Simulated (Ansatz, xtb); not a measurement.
# Relative energy of two isomers of CH7GeNSi2

We compare a, `N#[C][GeH]([SiH3])[SiH3]`, a singlet, with b, `N#C[Si@@H]([SiH3])[GeH3]`, a singlet. Both are isolated molecules in the gas phase, relaxed with r2SCAN-D4/def2-SVP.

a (Å):

| atom | x (Å) | y (Å) | z (Å) |
| --- | --- | --- | --- |
| C | -0.7033 | -1.7577 | -1.0066 |
| Ge | -0.4717 | -0.1302 | 0.0070 |
| N | -0.8065 | -2.7600 | -1.5934 |
| Si | 1.7412 | 0.6253 | -0.4590 |
| Si | -0.8434 | -0.7178 | 2.2876 |
| H | -1.5420 | 0.8333 | -0.5290 |
| H | 1.9784 | 1.8872 | 0.3034 |
| H | 1.9009 | 0.8773 | -1.9200 |
| H | 2.7029 | -0.4215 | -0.0073 |
| H | 0.1713 | -1.7363 | 2.6847 |
| H | -0.6769 | 0.5087 | 3.1230 |
| H | -2.2196 | -1.2658 | 2.4592 |

b (Å):

```yaml
atoms:
  - { symbol: C, position_ang: [-1.1547, -1.1137, -1.1382] }
  - { symbol: Ge, position_ang: [-0.2912, -1.4075, 2.1692] }
  - { symbol: N, position_ang: [-2.1186, -1.2285, -1.7849] }
  - { symbol: Si, position_ang: [0.3447, -0.8733, -0.0655] }
  - { symbol: Si, position_ang: [1.0047, 1.3685, -0.2991] }
  - { symbol: H, position_ang: [1.3892, -1.8146, -0.5698] }
  - { symbol: H, position_ang: [-0.1124, 2.2460, 0.1588] }
  - { symbol: H, position_ang: [1.3394, 1.6689, -1.7220] }
  - { symbol: H, position_ang: [2.2045, 1.6015, 0.5605] }
  - { symbol: H, position_ang: [-0.7626, -2.8640, 2.2599] }
  - { symbol: H, position_ang: [0.9198, -1.2039, 3.0918] }
  - { symbol: H, position_ang: [-1.4219, -0.4691, 2.6092] }
```

Quicker runs give these differences E(b) − E(a): GFN2-xTB +0.788 eV; HF/STO-3G +0.060 eV (at GFN2-xTB geometries); r2SCAN-D4/def2-SVP//GFN2-xTB +0.009 eV.

Question: Estimate E(b) − E(a) at the level CCSD(T)/def2-SVP + ΔMP2/def2-TZVPP.

Answer: Not settled: CCSD(T)/def2-SVP + ΔMP2/def2-TZVPP gives E(b) − E(a) = +0.065 eV, but this leans on the basis-set step: CCSD(T) alone gives +0.007 eV.

Level by level:

| level | geometry | E(b) − E(a) (eV) | departure from the last row (eV) | job, with rough time for the two |
| --- | --- | --- | --- | --- |
| GFN2-xTB | GFN2-xTB | +0.788 | +0.724 | optimisation, 0.71 s |
| HF/STO-3G | GFN2-xTB | +0.060 | −0.005 | single point, 1.9 s |
| r2SCAN-D4/def2-SVP//GFN2-xTB | GFN2-xTB | +0.009 | −0.055 | single point, 9 s |
| r2SCAN-D4/def2-SVP | r2SCAN-D4/def2-SVP | −0.032 | −0.097 | optimisation, 1.7 min |
| HF/def2-SVP | r2SCAN-D4/def2-SVP | +0.033 | −0.032 | part of the CCSD(T) run |
| MP2/def2-SVP | r2SCAN-D4/def2-SVP | +0.018 | −0.047 | part of the CCSD(T) run |
| CCSD(T)/def2-SVP | r2SCAN-D4/def2-SVP | +0.007 | −0.058 | single point |
| CCSD(T)/def2-SVP + ΔMP2/def2-TZVPP | r2SCAN-D4/def2-SVP | +0.065 |  | single point, 2 min |

As drawn, b has 1 C–Si, 1 Si–Si, 2 Ge–H in place of 1 C–Ge, 1 Ge–Si, 2 Si–H.

r2SCAN-D4/def2-SVP puts the two in the other order. r2SCAN-D4/def2-SVP//GFN2-xTB, MP2/def2-SVP, CCSD(T)/def2-SVP find them nearly level. The largest departure from CCSD(T)/def2-SVP + ΔMP2/def2-TZVPP is that of GFN2-xTB, 0.724 eV. The last row adds to CCSD(T) the change of the MP2 difference between the two basis sets, here +0.058 eV.

With thermal terms from frequencies at re-optimised GFN2-xTB minima (ideal gas, soft modes damped towards free rotors, one conformer each, 298.15 K, 1 atm): on the last row, ΔE + ΔZPE = +0.055, ΔH = +0.055, ΔG = +0.049 eV.

The correlated steps freeze 21 core orbitals; the filled d shell of Ge is correlated, in a basis made for valence electrons. Mirror images aren't counted in ΔG. Run with Ansatz 0.2.0, xtb 6.7.1; the last row on 2 threads of Intel(R) Xeon(R) Processor @ 2.50GHz (Skylake/Cascade Lake) on a shared host.
